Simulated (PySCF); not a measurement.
Cl₃HSeSi, SMILES Cl[Si](Cl)([SeH])Cl.

Coordinates come from a PBE0-D3(BJ)/def2-SVP optimisation. The structure was generated by enumeration, and PubChem lists no compound with its InChIKey, so it may never have been made. The values are those of a single conformer.

These are TDA-PBE/def2-SVPD (PySCF 2.14.0) values and carry that method's errors.

Vertical excitations. Gas-phase values at a fixed geometry. State labels are in the subgroup Cs.

```tsv
state	symmetry	energy (eV)	λ (nm)	f	main pairs
S1	A"	4.65	267	0.006	HOMO→LUMO 99 %
S2	A"	5.31	233	0.005	HOMO→LUMO+1 97 %
S3	A"	5.87	211	0.012	HOMO→LUMO+2 96 %
S4	A"	6.04	205	0.000	HOMO−1→LUMO 97 %
S5	A'	6.09	204	0.004	HOMO→LUMO+3 65 %, HOMO−2→LUMO 35 %
S6	A"	6.12	203	0.011	HOMO→LUMO+4 94 %
S7	A'	6.43	193	0.008	HOMO−3→LUMO 93 %
S8	A"	6.49	191	0.007	HOMO−4→LUMO 96 %
S9	A"	6.65	186	0.001	HOMO−1→LUMO+1 97 %
S10	A'	6.75	184	0.223	HOMO−2→LUMO 46 %, HOMO→LUMO+3 23 %
T1	A"	4.31	288	0	HOMO→LUMO 99 %
T2	A"	4.98	249	0	HOMO→LUMO+1 98 %
T3	A'	5.65	219	0	HOMO→LUMO+3 70 %, HOMO−2→LUMO 28 %
T4	A"	5.70	218	0	HOMO→LUMO+2 99 %
```
Triplets are in the Tamm–Dancoff approximation.
